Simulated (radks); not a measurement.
Results of a calculation; reference values are marked as such.
Initial-state core-level shifts of the samarium ion Sm2+ when its valence configuration changes from [Xe] 4f6. Code: a radial shooting solver on a logarithmic mesh with Libxc functionals. Model: scalar-relativistic Kohn-Sham, SCAN, spin-polarised, spherical densities, finite nucleus; open shells are filled with parallel spins first (spin-orbit coupling, left out, can overturn this in heavy ions); meta-GGA in the generalised Kohn-Sham scheme; Fermi nuclear charge, rms radius 5.0819 fm. Shifts are changes of the shell-averaged eigenvalues in eV (positive: less bound); the change of the density at the nucleus, which sets a Mossbauer isomer shift, is in e/bohr^3, on a base of 5.565e+05.

valence               3p       3d       4s       5s  density at nucleus
4f5 5d1           -8.360   -8.272   -7.871   -3.809              +26.49
4f4.5 5d1 6p0.5  -15.000  -14.870  -14.156   -7.690              +43.32
4f3.5 5d1.5 6s1  -26.193  -25.964  -24.353  -12.182             +131.37
4f4 5d2          -17.910  -17.717  -16.647   -7.701              +56.61
